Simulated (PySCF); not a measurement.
PySCF job for (Z)-1-chloropent-1-ene (C5H9Cl), SMILES C(=C/Cl)/CCC, PBE0/pcSseg-1. Geometry: PBE-D3(BJ)/def2-SVP. One conformer was computed; it need not be the lowest.

```python
import numpy as np
from pyscf import gto, scf, dft
from pyscf.prop.nmr import rks as nmr

mol = gto.M(
    atom='''
    C    -3.16507943    0.18100873    0.05230201
    C    -1.89519403   -0.61993685   -0.23464267
    C    -0.72111949    0.26404741   -0.69531047
    C     0.51600438   -0.51855899   -1.01363876
    C     1.68874920   -0.48927983   -0.35519596
    Cl    2.00882813    0.52714355    1.02638982
    H    -2.99277255    0.93734689    0.84617018
    H    -3.51264486    0.72498111   -0.85095245
    H    -3.99370713   -0.47421180    0.38825566
    H    -2.10129182   -1.39118687   -1.00950563
    H    -1.58331772   -1.17961030    0.67346639
    H    -0.49123265    1.01779216    0.08610078
    H    -1.03613099    0.83014653   -1.60156467
    H     0.46706208   -1.22348052   -1.86319447
    H     2.55379380   -1.10690061   -0.63848775
    ''',
    basis='pcSseg-1',
    charge=0,
    spin=0,
    max_memory=1600,
    verbose=3,
)
mf = dft.RKS(mol, xc='pbe0')
mf.grids.level = 3
mf.conv_tol = 1e-10
mf.max_cycle = 100
mf.kernel()
n = nmr.NMR(mf)
n.verbose = 2
n.max_cycle_cphf = 60
sigma = n.kernel()
print('atom   isotropic/ppm   span/ppm')
for i, s in enumerate(sigma):
    w = np.linalg.eigvalsh((s + s.T) / 2)
    print(f'{mol.atom_symbol(i):2s}{i + 1:3d} {w.mean():14.3f} {w[2] - w[0]:11.3f}')
```

Output:

```
converged SCF energy = -655.691908978434
atom   isotropic/ppm   span/ppm
C   1        166.095      28.548
C   2        156.522      24.982
C   3        150.008      41.042
C   4         41.444     223.365
C   5         50.289     160.623
Cl  6        760.158     433.268
H   7         30.005       9.891
H   8         30.102       9.814
H   9         29.769      11.564
H  10         29.769      10.025
H  11         29.867       8.974
H  12         28.422       9.907
H  13         29.366       9.547
H  14         25.210       4.867
H  15         25.065       7.553
```

The calculation finished and met its thresholds.
